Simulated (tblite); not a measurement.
C₄H₁₀FNSi₃.
Cartesian coordinates in Å at the GFN2-xTB level; atoms count from 1:
```
atom  x, y, z in Å
F1     2.931   -1.790   -1.292
Si2    2.524   -1.367    0.208
N3     1.197   -0.265    0.128
Si4    1.505    1.425   -0.214
Si5   -0.454   -0.817    0.277
C6    -1.567   -0.476   -1.208
C7    -2.563    0.328   -0.821
C8    -2.546    0.765    0.569
C9    -1.538    0.318    1.323
H10    3.704   -0.717    0.745
H11    2.116   -2.599    0.853
H12    0.292    1.998   -0.792
H13    2.621    1.520   -1.155
H14    1.852    2.077    1.054
H15   -0.466   -2.213    0.719
H16   -1.493   -0.852   -2.215
H17   -3.356    0.670   -1.473
H18   -3.326    1.426    0.923
H19   -1.442    0.580    2.363
```

Calculated harmonic vibrations of the isolated species, GFN2-xTB (tblite), most abundant isotopes, no scaling. Errors from tens to a few hundred cm⁻¹ against measured bands are possible. Modes of hydrogen on silicon can be 10 to 20 % off. One conformer, not necessarily the lowest. The optimisation stopped once no atom felt more than 0.01 eV/Å.

Lowest wavenumbers of the output (negative numbers stand for imaginary wavenumbers):
```
mode    cm-1
  1     -48.4
  2     -25.1
  3      20.2
  4      77.0
  5      99.1
  6     148.5
  7     192.1
  8     200.2
  9     271.4
 10     325.4
 11     398.0
 12     444.0
 13     523.5
 14     532.5
 15     556.9
```

Question: Is this structure a minimum?

Answer: Not by this Hessian. 2 modes are imaginary beyond 20i (48i and 25i cm⁻¹), so at this level the point lies at or near a saddle of order 2. The curvature is small, so loose convergence or finite differences may be the whole cause.

Question: Which atoms move in the imaginary modes?

Answer: 48i: H14 (Si–H hydrogen) 34 %, H13 (Si–H hydrogen) 27 %, H12 (Si–H hydrogen) 24 %; 25i: F1 (silicon-bound fluorine) 59 %, Si4 (SiH3 silicon) 10 %. These are shares of the mass-weighted motion.

Question: What is the remedy?

Answer: Step along such a mode in both directions, optimise again with tighter thresholds and repeat the frequencies. The zero-point energy of this point (76.4 kcal/mol) counts the 49 real modes alone, and thermal corrections from it aren't those of a minimum.
